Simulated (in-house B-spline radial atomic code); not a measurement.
# Ionising S8+ with different functionals

Computed with a radial B-spline atomic code at the basis-set limit: non-relativistic Hamiltonian, point nucleus, spin-polarised at highest spin, spherical fractional occupations for the functionals, and exact exchange of hybrids averaged over the configuration. The ionisation energy is the difference of two self-consistent energies, [He] 2s2 2p4 → [He] 2s2 2p3, without Breit or QED terms; ε is the level of the shell that loses the electron (its least bound occupied spin orbital).

```json
{"method": "PBE0", "rung": "global hybrid", "ΔSCF (eV)": "378.46", "-ε(2p) (eV)": "360.42"}
{"method": "B3LYP", "rung": "global hybrid", "ΔSCF (eV)": "378.89", "-ε(2p) (eV)": "359.42"}
{"method": "TPSSh", "rung": "global hybrid", "ΔSCF (eV)": "377.88", "-ε(2p) (eV)": "356.31"}
{"method": "M06-2X", "rung": "global hybrid", "ΔSCF (eV)": "379.50", "-ε(2p) (eV)": "368.21"}
{"method": "BHandHLYP", "rung": "global hybrid", "ΔSCF (eV)": "378.79", "-ε(2p) (eV)": "367.32"}
{"method": "r2SCAN0", "rung": "global hybrid", "ΔSCF (eV)": "377.21", "-ε(2p) (eV)": "360.15"}
{"method": "B97-1", "rung": "global hybrid", "ΔSCF (eV)": "378.48", "-ε(2p) (eV)": "359.40"}
{"method": "HSE06", "rung": "range-separated hybrid", "ΔSCF (eV)": "378.58", "-ε(2p) (eV)": "360.12"}
{"method": "wB97X", "rung": "range-separated hybrid", "ΔSCF (eV)": "378.16", "-ε(2p) (eV)": "361.76"}
{"method": "CAM-B3LYP", "rung": "range-separated hybrid", "ΔSCF (eV)": "378.73", "-ε(2p) (eV)": "361.30"}
{"method": "LC-wPBE", "rung": "range-separated hybrid", "ΔSCF (eV)": "378.54", "-ε(2p) (eV)": "359.82"}
```

(1) Among the functionals, which spreads more, the ΔSCF values or the orbital energies?

(2) How do they compare with the NIST value?

Results:

(1) The orbital energies: ΔSCF values span about 2.29 eV and the orbital energies 11.90 eV; here energy differences depend much less on the functional than eigenvalues do.

(2) NIST lists 379.8 eV ± 0.21 (semi-empirical, ground level to ground level). Errors run from -2.63 to -0.34 eV; M06-2X is closest (-0.34 eV), but part of that can be cancellation, since the calculations leave out relativity, Breit-QED terms, multiplet and fine-structure energies.
